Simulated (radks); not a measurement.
Spherical quantum dot in the effective-mass picture: electrons in a well V = -V0 / (1 + exp((r - R)/a)) with V0 = 8.31, R = 6.83, a = 0.68, with a point charge +1 (a donor) at the centre, all in effective atomic units (hartree* = m*/eps^2 hartree, bohr* = eps/m* bohr), one dielectric constant everywhere. Calculated with a radial shooting solver with Libxc functionals: non-relativistic Kohn-Sham, r2SCAN, spin-polarised, spherical densities, generalised Kohn-Sham scheme. Levels are named by radial order and angular momentum (1s, 1p, 1d, 2s, ...), and open shells are averaged over m. Results are scaled to m* = 0.071 and eps = 4.1, for which hartree* = 114.9 meV and bohr* = 3.056 nm.

N = 18, configuration 1s2 1p6 1d(up 5, down 4) 2s(up 1, down 0). This is the lowest configuration that the search found. Occupied levels:

level    occupation  eigenvalue (meV)  <r> (nm)
1s up             1           -520.04     10.34
1s down           1           -516.76     11.62
1p up             3           -507.34     12.65
1p down           3           -506.25     12.60
2s up             1           -492.38     7.159
1d up             5           -491.39     13.23
1d down           4           -489.95     13.18

Energy (meV): total -12924.3, kinetic 654.02, external -17151, Hartree 4122.6, exchange-correlation -549.55.
